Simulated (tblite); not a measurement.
Species: C6H18GaNSi.
Cartesian coordinates in Å at the GFN2-xTB level; atoms count from 1:
```xyz
27
C6H18GaNSi angstrom
C     -1.6624    0.0833    1.2350
N     -1.0829   -0.2005   -0.0721
C     -1.5710   -1.4897   -0.5448
Ga    -1.6589    1.3306   -1.4433
C      0.1852    2.1406   -1.2024
C      0.8201    1.3519   -0.0457
C      0.3989   -0.1196   -0.0959
C      1.0979   -0.9488    0.9766
Si     2.9642   -1.2001    0.6667
H     -1.3841   -0.6647    1.9838
H     -2.7495    0.0941    1.1344
H     -1.3488    1.0721    1.5693
H     -1.3297   -2.3075    0.1431
H     -2.6562   -1.4317   -0.6567
H     -1.1408   -1.7036   -1.5243
H     -1.9703    0.5242   -2.7430
H     -2.9596    1.8752   -0.7786
H      0.2539    3.2131   -0.9902
H      0.7890    1.9765   -2.1071
H      0.5249    1.7834    0.9145
H      1.9122    1.3963   -0.0947
H      0.6780   -0.4987   -1.0895
H      0.6339   -1.9359    1.0335
H      0.9568   -0.4782    1.9515
H      3.7134   -0.0001    1.0359
H      3.4014   -2.3184    1.5033
H      3.1648   -1.5176   -0.7472
```

Level: GFN2-xTB in tblite, geometry and Hessian alike; calculated harmonic values, unscaled, isolated species. The method is semi-empirical: single wavenumbers can be off by several per cent or more. Modes of hydrogen on gallium and silicon can be 10 to 20 % off. One conformer, not necessarily the lowest.

Harmonic wavenumbers (cm⁻¹): 38.1, 44.5, 102.9, 126.2, 149.2, 182.4, 199.6, 224.3, 246.8, 256.1, 271.2, 319.7, 335.7, 427.6, 437.1, 454.5, 494.9, 521.9, 529.9, 538.9, 567.1, 596.9, 655.4, 750.2, 758.6, 775.0, 784.2, 799.0, 801.1, 806.8, 931.2, 962.6, 1018.0, 1032.2, 1047.0, 1071.2, 1082.7, 1106.4, 1130.3, 1164.1, 1185.7, 1219.9, 1236.6, 1251.1, 1269.1, 1293.2, 1337.7, 1354.8, 1403.8, 1423.4, 1463.0, 1464.2, 1468.1, 1478.5, 1482.7, 1489.7, 1499.9, 1626.2, 1691.2, 2270.6, 2274.4, 2280.1, 2865.1, 2877.7, 2921.6, 2928.6, 2937.4, 2945.0, 2958.9, 2963.6, 2973.1, 2979.6, 2983.0, 2992.8, 3005.1.

A = 1702, B = 564.3, C = 486.2 MHz; mass 201.046 u (most abundant isotopes); point group C1, symmetry number 1.

**Question.** What is the zero-point energy?

**Answer.** ½Σν̃ = 47768 cm⁻¹ = 571.44 kJ/mol.

**Question.** Entropy at 273.15 K, 1 bar (ideal gas, RRHO, classical rotation)?

**Answer.** Translation 173.18, rotation 128.23, vibration 161.27: S = 462.7 J/(mol K).

**Question.** And Cp and H(273.15 K) − H(0)?

**Answer.** Cp = 209.92 J/(mol K), of which vibrations give 176.66 (their classical limit is 75 R = 623.6); H(273.15 K) − H(0) = 32.89 kJ/mol without the zero-point energy, 23.81 from vibrations.

**Question.** How do the functions run with temperature in this model?

**Answer.** 
| T (K) | S (J/(mol K)) | Cp (J/(mol K)) | H − H(0) (kJ/mol) | G − H(0) (kJ/mol) | ln q(vib) |
| --- | --- | --- | --- | --- | --- |
| 50 | 263.8 | 61.1 | 2.26 | -10.93 | 0.84 |
| 100 | 317.2 | 96.9 | 6.21 | -25.51 | 2.45 |
| 298.15 | 481.7 | 225.7 | 38.34 | -105.30 | 9.87 |
| 373.15 | 537.4 | 271.0 | 56.98 | -143.53 | 12.76 |
| 500 | 626.3 | 337.6 | 95.73 | -217.40 | 17.62 |
| 750 | 782.4 | 432.3 | 192.83 | -394.00 | 26.89 |
| 1000 | 915.9 | 494.5 | 309.19 | -606.73 | 35.53 |

q(vib) and H(0) count from the zero-point level.

**Question.** Which modes carry the vibrational entropy at 273.15 K?

**Answer.** 38.1 cm⁻¹: 21.68; 44.5 cm⁻¹: 20.40; 102.9 cm⁻¹: 13.51; 126.2 cm⁻¹: 11.86; 149.2 cm⁻¹: 10.53; 182.4 cm⁻¹: 8.96 J/(mol K); the other 69 give 74.33 together.

Hindered rotation and anharmonicity are outside this model. Other conformers, if any are populated, would add a mixing term that is left out. The structure is chiral; the term R ln 2 for an equal mix with its mirror image is left out.
